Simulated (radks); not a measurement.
Mg+, configuration [Ne] 3s0.5 3p0.5 (fractional occupations, a model configuration). All-electron calculation, non-relativistic Kohn-Sham, PBE, spin-polarised, spherical densities, point nucleus; open shells are filled with parallel spins first. Program: a radial shooting solver on a logarithmic mesh with Libxc functionals.

X-ray form factor f0, the Fourier transform of the density (f0(0) = 11):

sin(theta)/lambda (1/angstrom),f0 (electrons)
0.05,10.726
0.1,10.093
0.15,9.392
0.2,8.729
0.25,8.090
0.3,7.450
0.4,6.176
0.5,5.012
0.6,4.045
0.8,2.732
1,2.030
1.25,1.604
1.5,1.387
2,1.115
